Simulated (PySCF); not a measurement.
Species: C4H3FN2.
SMILES: `Fc1cnccn1`

The closed-shell ground state was solved at several levels (PySCF, density fitting, gas phase, non-relativistic). Isolated species at its PBE0-D3(BJ)/def2-TZVP geometry, gas phase.

```csv
level,basis functions,HOMO (eV),LUMO (eV),gap (eV),dipole (D)
wB97X-D/pcSseg-2,294,-9.81,-0.05,9.76,1.48
B97-2/pcSseg-2,294,-7.62,-1.89,5.73,1.45
KT3/pcSseg-2,294,-6.54,-2.70,3.84,1.35
```

Task: Estimate the row for PBE0/pcSseg-2, a basis of 294 functions; the other rows only guide the guess.

Result: HOMO -7.90 eV, LUMO -1.84 eV, gap 6.06 eV, dipole 1.46 D.

Task: Over all these levels, which gives the widest orbital gap and which the narrowest?

Result: wB97X-D/pcSseg-2 (range-separated hybrid) has the widest, 9.76 eV, and KT3/pcSseg-2 (GGA) the narrowest, 3.84 eV. From the narrowest to the widest the HOMO moves by -3.27 eV and the LUMO by +2.65 eV.

Task: In the pcSseg-2 basis, how does the gap go with the fixed share of exact exchange?

Result: KT3 (0 %) 3.84 eV; B97-2 (21 %) 5.73 eV; PBE0 (25 %) 6.06 eV. Each rise in the share widens the gap here.

Task: How far do the dipole and the HOMO energy spread over the levels?

Result: The dipole runs from 1.35 to 1.48 D (mean 1.43 D) and the HOMO from -9.81 to -6.54 eV.
